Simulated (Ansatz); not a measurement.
Input:

```yaml
crystal:
  periodic: [false, false, false]
  atoms:
    - { symbol: Si, position_ang: [-0.262247, 0.039661, 0.363062] }
    - { symbol: H, position_ang: [0.873611, -0.008887, 1.538312] }
    - { symbol: "N", position_ang: [1.669414, 0.002157, 0.394139] }
    - { symbol: H, position_ang: [2.16237, -0.851226, 0.123862] }
    - { symbol: H, position_ang: [2.225668, 0.834614, 0.187354] }
    - { symbol: "N", position_ang: [-0.591792, 1.362762, -0.742525] }
    - { symbol: H, position_ang: [-1.523069, 1.341505, -1.151687] }
    - { symbol: H, position_ang: [-0.417348, 2.303863, -0.401244] }
    - { symbol: "N", position_ang: [-0.818665, -1.351297, -0.493485] }
    - { symbol: H, position_ang: [-1.079224, -2.20635, -0.02166] }
    - { symbol: H, position_ang: [-0.704018, -1.466804, -1.495827] }
basis:
  gaussian: { orbitals: def2-SVP }
hamiltonian:
  xc: pbe0
md:
  timestep: 0.5
  n_steps: 200
  ensemble: nve
  temperature: 300.0
  initial_velocities: maxwell_boltzmann
  seed: 2106
```

Launched with:

```bash
$ ansatz run input.yaml --threads 2 --pin off --max-ram 3072MiB --backend cpu --events-out ev --progress --plain --runs-dir out
```

Hardware: 2 threads of Arm Neoverse V2 (shared host).

Question: Roughly how long does this run take, and how much memory?

Answer: 6.3 min, with a peak of 0.19 GiB, for 201 ionic steps.
